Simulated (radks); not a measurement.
Task: The cerium ion Ce4+, configuration [Xe]. Calculated with a radial shooting solver on a logarithmic mesh with Libxc functionals: Dirac Kohn-Sham, Slater X-alpha with alpha = 0.953, spin-unpolarised, spherical densities, point nucleus.

Spin-orbit splittings of the eigenvalues, e(l+1/2) - e(l-1/2), with zeta = 2 splitting/(2l+1) and mean radii in bohr:

shell  occ.  splitting (eV)  zeta (eV)  <r> j=l-1/2  <r> j=l+1/2
2p        6               ?          ?      0.08759      0.09379
3p        6           89.46      59.64       0.2663       0.2783
3d       10           19.38      7.752       0.2491       0.2529
4p        6           19.67      13.12       0.6458       0.6722
4d       10           3.545      1.418       0.7183       0.7274
5p        6           3.523      2.349        1.553        1.613

Estimate the 2p splitting.

Result: 452.0 eV (zeta = 301.3 eV).
